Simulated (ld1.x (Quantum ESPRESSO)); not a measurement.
# Configuration tests for Ta (Z = 73) (RRKJ)

* Element: Ta (Z = 73)
* Generator: ld1.x (Quantum ESPRESSO) 7.5
* Type: norm-conserving RRKJ (Kleinman–Bylander form)
* Functional: PBE
* Relativity: scalar-relativistic
* Frozen core: [Kr] 4d10 4f14 5s2
* Valence charge: 11
* Reference configuration: 5p6 5d3 6s0 6p0 (charge +2)
* Partial waves: 5p (bound): rc 2.10 bohr; 5d (bound): rc 2.10 bohr; 6s (bound, empty): rc 2.50 bohr
* Local potential: the s channel
* Core correction: Bessel-smoothed model core inside 1.00 bohr
* rho0: 0.001

Energies are relative to the spin-unpolarised reference configuration 5p6 5d3 6s0 6p0; without spin polarisation the order of configurations can differ from experiment.

Problem. Give the all-electron excitation energy and the error of the potential for: 5p6 5d3 6s2 6p0; 5p6 5d3 6s1 6p0; 5p6 5d2 6s0 6p0; 5p6 5d2 6s2 6p0; 5p6 5d4 6s0 6p0; 5p6 5d3 6s0 6p2; 5p5 5d3 6s2 6p0.

Solution.

| valence configuration | charge | ΔE all-electron (eV) | error AE − PS (meV) |
| --- | --- | --- | --- |
| 5p6 5d3 6s2 6p0 | 0 | -23.439 | -18 |
| 5p6 5d3 6s1 6p0 | +1 | -14.972 | -4.1 |
| 5p6 5d2 6s0 6p0 | +3 | 23.604 | -67 |
| 5p6 5d2 6s2 6p0 | +1 | -15.759 | -84 |
| 5p6 5d4 6s0 6p0 | +1 | -13.538 | -37 |
| 5p6 5d3 6s0 6p2 | 0 | -14.844 | -1036 |
| 5p5 5d3 6s2 6p0 | +1 | 21.541 | -605 |
